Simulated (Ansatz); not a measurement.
C3H4BCl, SMILES `ClC1=CCB1`. Charge 0, multiplicity 1.

Z-matrix (Å, degrees):
```
C
C 1 1.361
B 1 1.848 2 53.3
C 1 1.501 2 102.3 3 27.9
H 1 1.089 2 128.6 3 -139.6
Cl 2 1.692 1 130.2 3 154.9
H 3 1.191 1 143.3 2 -103.5
H 4 1.087 1 113.5 2 85.5
H 4 1.090 1 117.0 2 -142.3
```

What are the harmonic wavenumbers in cm⁻¹ at PBE0-D4/def2-TZVP (Ansatz, finite differences of forces, unscaled)? (An estimate is asked.)

Computed: 244, 304, 356, 500, 722, 778, 848, 898, 931, 967, 1022, 1063, 1126, 1227, 1273, 1466, 1567, 2670, 3102, 3143, 3167.

Is this a minimum?

Yes, all 21 modes are real.

Give the ideal-gas thermochemistry at 298.15 K and 1 bar (rigid rotor, harmonic oscillator; point group C1, symmetry number 1).

Zero-point energy 163.7 kJ/mol; H(298) − E = 178.9 kJ/mol; entropy 298.5 J/(mol·K), of which translation 164.5, rotation 107.6, vibration 26.4; G(298) − E = 89.9 kJ/mol.

And at 400, 500, 600, 800 and 1000 K?


| T (K) | H − E (kJ/mol) | S (J/mol/K) | G − E (kJ/mol) |
| --- | --- | --- | --- |
| 400 | 188.1 | 324.9 | 58.2 |
| 500 | 199.1 | 349.2 | 24.5 |
| 600 | 211.5 | 371.8 | -11.6 |
| 800 | 239.6 | 412.2 | -90.1 |
| 1000 | 270.9 | 447.1 | -176.1 |

Rotational constants (cm⁻¹)?

0.5413, 0.08112, 0.07332.
